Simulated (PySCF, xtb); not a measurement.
CF₂I, SMILES F[C](F)I (connectivity only; charge and spin as stated), charge +1, multiplicity 1.

Harmonic wavenumbers (cm⁻¹) from GFN2-xTB in xtb 6.7.1 at its own minimum, in rising order: 280, 348, 475, 646, 1304, 1421.

**Question.** What does B3LYP-D3(BJ)/def2-SVP (PySCF 2.14.0) give at its own minimum? (The exact figures need the calculation; the answer reports its results.)

**Answer.** 307, 351, 568, 720, 1366, 1508. Paired by order, the mean absolute difference is 58 cm⁻¹ and the zero-point energies are 6.4 and 6.9 kcal/mol.
